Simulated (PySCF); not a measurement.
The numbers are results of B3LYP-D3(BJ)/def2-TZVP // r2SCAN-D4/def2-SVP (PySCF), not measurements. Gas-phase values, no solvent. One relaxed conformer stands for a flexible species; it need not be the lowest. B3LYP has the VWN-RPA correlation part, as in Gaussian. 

Reference species: [Nb(Cl)4(NH2)] (neutral, multiplicity 1).

```yaml
coordination_number: 5
LUMO: -4.23 eV
HOMO: -8.50 eV
mean_distance_from_the_central_atom_to_its_bonded_neighbours: 2.244 Å
```

After one change: the coordination number is nearly the same; the LUMO rises by 2.28 eV; the HOMO goes up by 1.62 eV; the mean distance from the central atom to its bonded neighbours decreases by 0.169 Å.

Problem. Which change was made? The new species is one of these.
A. [Nb(Cl)3(NH2)2]
B. [Nb(NH2)5]
C. [Nb(Cl)2(NH2)3]
D. [Nb(Cl)(NH2)4]

Solution. D, [Nb(Cl)(NH2)4]
